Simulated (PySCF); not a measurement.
C3H6OSi.
Structure used (PBE0-D3(BJ)/def2-SVP), in Å, numbered top down from 1:
```xyz
11
C3H6OSi angstrom
C     -1.5928    0.6945   -0.1706
C     -1.2176   -0.5888   -0.1711
C      0.1873   -1.0304   -0.0085
O      0.4658   -2.2122    0.0094
Si     1.6323    0.2611    0.1951
H     -0.8653    1.5055   -0.0547
H     -2.6389    0.9902   -0.2843
H     -1.9442   -1.4011   -0.2876
H      1.4584    1.0349    1.4634
H      2.9008   -0.5152    0.2366
H      1.6569    1.2312   -0.9432
```

The closed-shell ground state was solved at several levels (PySCF, density fitting, gas phase, non-relativistic).

```csv
level,basis functions,total energy (Eh),HOMO (eV),LUMO (eV),gap (eV),dipole (D)
PBE0/aug-cc-pVDZ,173,-482.2702,-7.06,-2.15,4.91,3.01
PBE0/6-31G*,86,-482.2218,-6.79,-1.78,5.01,2.83
LC-wPBE/pcSseg-2,271,-482.4639,-9.78,0.15,9.93,3.04
BLYP/pcSseg-2,271,-482.6311,-5.53,-3.03,2.50,2.91
BHandHLYP/pcSseg-2,271,-482.5715,-8.52,-1.00,7.52,3.19
BP86/pcSseg-2,271,-482.7205,-5.73,-3.27,2.46,2.89
PBE0/IGLO-III,244,-482.3339,-7.08,-2.16,4.92,3.00
"PBE0/6-311+G(2d,p)",179,-482.3130,-7.09,-2.17,4.92,3.03
KT3/pcSseg-2,271,-487.9102,-5.78,-3.11,2.67,2.86
PBE0/6-31G,61,-482.1371,-6.88,-1.86,5.02,3.07
PBE0/cc-pVDZ,104,-482.2554,-6.84,-1.89,4.95,2.69
mPW1PW91/pcSseg-2,271,-482.6457,-7.12,-2.18,4.94,3.01
CAM-B3LYP/pcSseg-2,271,-482.6035,-8.51,-0.99,7.52,3.08
```

What might PBE0/cc-pVTZ (238 basis functions) give for the same quantities?

Total energy -482.3249 Eh, HOMO -7.01 eV, LUMO -2.07 eV, gap 4.94 eV, dipole 2.87 D.

Over all these levels, which gives the widest orbital gap and which the narrowest?

LC-wPBE/pcSseg-2 (range-separated hybrid) has the widest, 9.93 eV, and BP86/pcSseg-2 (GGA) the narrowest, 2.46 eV. The two share the basis. From the narrowest to the widest the HOMO moves by -4.05 eV and the LUMO by +3.42 eV.

How much does the basis alone move the frontier levels among the 7 PBE0 rows (the withheld one included)?

The HOMO by 0.30 eV and the LUMO by 0.39 eV. By rising basis size (HOMO, LUMO in eV): 6-31G -6.88, -1.86; 6-31G* -6.79, -1.78; cc-pVDZ -6.84, -1.89; aug-cc-pVDZ -7.06, -2.15; 6-311+G(2d,p) -7.09, -2.17; cc-pVTZ -7.01, -2.07; IGLO-III -7.08, -2.16.

In the pcSseg-2 basis, how does the gap go with the fixed share of exact exchange?

BP86 (0 %) 2.46 eV; BLYP (0 %) 2.50 eV; KT3 (0 %) 2.67 eV; mPW1PW91 (25 %) 4.94 eV; BHandHLYP (50 %) 7.52 eV. Each rise in the share widens the gap here.

How far do the dipole and the HOMO energy spread over the levels?

The dipole runs from 2.69 to 3.19 D (mean 2.96 D) and the HOMO from -9.78 to -5.53 eV.

One conformer stands for the species.
